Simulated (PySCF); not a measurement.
Isomers of C7H10N2, from PBE0-D3(BJ)/def2-SVP geometry optimisation, gas phase (PySCF 2.14.0). One conformer each, no zero-point energy, no frequencies.

**Question.** Which isomer lies lowest at this level?
A. `[CH3:1][N:2]([CH3:3])/[CH:4]=[CH:5]/[CH:6]=[CH:7]/[C:8]#[N:9]` with C4–C5–C6–C7 180°: A = 6941, B = 508.2, C = 476.7 MHz, dipole 9.12 D
B. `[CH3:1]/[N:2]=[CH:3]\[C:4]([C:5]#[N:6])=[C:7]([CH3:8])[CH3:9]` with N2–C3–C4–C5 -38°: A = 2254, B = 1280, C = 870.4 MHz, dipole 4.36 D
C. `[CH:1]#[C:2][CH2:3][N:4]1[CH2:5][C@H:6]([CH3:7])[CH:8]=[N:9]1` with C2–C3–N4–C5 -65°, C3–N4–C5–C6 -159°, N4–C5–C6–C7 148°, C5–C6–C8–N9 -16°, C3–N4–N9–C8 153°: A = 3875, B = 960.4, C = 812.4 MHz, dipole 2.07 D
D. `[CH3:1][CH2:2][NH:3][c:4]1[cH:5][cH:6][cH:7][cH:8][n:9]1` with C1–C2–N3–C4 -78°, C2–N3–C4–C5 173°: A = 3935, B = 1074, C = 913.1 MHz, dipole 1.89 D
E. `[CH3:1][CH2:2][c:3]1[n:4][n:5][cH:6][cH:7][c:8]1[CH3:9]` with C1–C2–C3–N4 0°: A = 2414, B = 1573, C = 969.6 MHz, dipole 4.35 D
F. `[CH3:1][c:2]1[cH:3][cH:4][n:5][n:6]1[CH:7]1[CH2:8][CH2:9]1` with N5–N6–C7–C8 52°: A = 2924, B = 1444, C = 1053 MHz, dipole 2.55 D

**Answer.** D. That is `CCNc1ccccn1`, 25.2 kcal/mol below the next.

```
             SMILES                                                  mapped SMILES      E (Eh)  relative (kcal/mol)  relative (kJ/mol)  dipole (D)
        CCNc1ccccn1       [CH3:1][CH2:2][NH:3][c:4]1[cH:5][cH:6][cH:7][cH:8][n:9]1  -381.56828                  0.0                0.0        1.89
        CCc1nnccc1C        [CH3:1][CH2:2][c:3]1[n:4][n:5][cH:6][cH:7][c:8]1[CH3:9]  -381.52812                 25.2              105.4        4.35
      Cc1ccnn1C1CC1     [CH3:1][c:2]1[cH:3][cH:4][n:5][n:6]1[CH:7]1[CH2:8][CH2:9]1  -381.51863                 31.2              130.4        2.55
  CN(C)/C=C/C=C/C#N  [CH3:1][N:2]([CH3:3])/[CH:4]=[CH:5]/[CH:6]=[CH:7]/[C:8]#[N:9]  -381.49788                 44.2              184.9        9.12
 C/N=C\C(C#N)=C(C)C  [CH3:1]/[N:2]=[CH:3]\[C:4]([C:5]#[N:6])=[C:7]([CH3:8])[CH3:9]  -381.49231                 47.7              199.5        4.36
C#CCN1C[C@H](C)C=N1  [CH:1]#[C:2][CH2:3][N:4]1[CH2:5][C@H:6]([CH3:7])[CH:8]=[N:9]1  -381.43630                 82.8              346.5        2.07
```

As drawn, the lowest has an aromatic ring and an N–H bond, which the highest lacks; the highest has a C≡C bond, a C=N bond and an N–N linkage, which the lowest lacks.
